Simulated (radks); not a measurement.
Values are calculated unless marked as measured or tabulated.
How relativity changes the ionisation of neutral tantalum ([Xe] 4f14 5d3 6s2) to Ta+ ([Xe] 4f14 5d3 6s1). Spin-unpolarised spherical Kohn-Sham, BLYP, point nucleus unless stated (finite: rms radius 5.3507 fm), a radial shooting solver on a logarithmic mesh with Libxc functionals. A level marked "c x" has the speed of light scaled by that factor and shares open shells by 2j + 1; other Dirac levels either fill j = l - 1/2 first or share by 2j + 1.

level                               E(Ta) (hartree)  E(Ta+) (hartree)  IE (eV)   HOMO  <r> HOMO (bohr)
non-rel.                                -14804.2845       -14804.0155    7.321     6s            3.644
scalar-rel.                             -15605.4940       -15605.1856    8.394     5d            2.263
scalar-rel., finite nucleus             -15603.2176       -15602.9092    8.391     5d            2.263
Dirac, 2j+1 shares                      -15626.8409       -15626.5324    8.396  5d5/2            2.313
Dirac, low j first                      -15626.8790       -15626.5740    8.300  5d3/2            2.224
Dirac, 2j+1 shares, finite nucleus      -15624.5442       -15624.2357    8.394  5d5/2            2.312
Dirac, c x 0.75                         -16503.5742       -16503.2144    9.790  5d5/2            2.508
Dirac, c x 1.25                         -15301.0721       -15300.7802    7.944  5d5/2            2.243
Dirac, c x 3                            -14884.2252       -14883.9527    7.416  5d5/2            2.155

NIST Atomic Spectra Database: 7.550 eV (measured). The relativistic part of the total energy of Ta is -820.3 hartree (Dirac, 2j+1 shares, finite nucleus), 5.5 % of the non-relativistic value. Spin polarisation and multiplet splitting of open shells are left out at every level.

Beside tabulated values, note that relativity, absent from the non-relativistic runs, is large for the heavy elements, and spin-unpolarised runs miss the spin-polarisation part of the exchange energy of open shells.
